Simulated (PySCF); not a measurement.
ReF3, SMILES [F][Re]([F])[F] (connectivity only; charge and spin as stated), neutral, multiplicity 3.

Geometry: PBE-D3(BJ)/def2-TZVP. The multiplicity is an assumed one; other spin states were not compared. The def2 effective core potentials stand for the cores of Re; spin–orbit coupling is left out.

Two levels are set side by side: PBE/def2-TZVPD (PySCF) and B3LYP/def2-TZVPD (PySCF). Same geometry, gas phase. Differences are taken from unrounded values.

```csv
quantity,B3LYP,PBE,PBE minus B3LYP
α-spin orbital gap (eV),3.84,1.91,-1.93
β-spin orbital gap (eV),3.10,1.14,-1.95
mean polarisability (bohr³),43.1,46.6,3.4
```

PBE's more diffuse valence density responds more strongly to a field. Differences between two approximate levels are no errors against the true value.

Rough cost on one machine, each run with all the roots and properties that it gave: B3LYP against PBE within a factor of 2.
